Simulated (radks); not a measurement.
K2+, 17 electrons, occupied as [Ne] 3s2 3p5. Calculated with a radial shooting solver on a logarithmic mesh with Libxc functionals: scalar-relativistic Kohn-Sham, revPBE, spin-polarised, spherical densities, finite nucleus; open shells are filled with parallel spins first; Fermi nuclear charge, rms radius 3.4349 fm. Some entries of the table are withheld. Estimate them.

orbital,occ.,eigenvalue (hartree),r(max) (bohr)
1s up,1,-130.3401,0.05301
1s down,1,-130.3310,0.05301
2s up,1,(1),0.3179
2s down,1,(2),0.3180
2p up,3,-11.15644,(3)
2p down,3,-11.14503,(4)
3s up,1,-2.09247,1.066
3s down,1,-2.04430,1.067
3p up,3,-1.46116,1.131
3p down,2,-1.41584,1.133

Answer. 
(1) 2s up eigenvalue (hartree): -13.85082
(2) 2s down eigenvalue (hartree): -13.84345
(3) 2p up r(max) (bohr): 0.2626
(4) 2p down r(max) (bohr): 0.2627
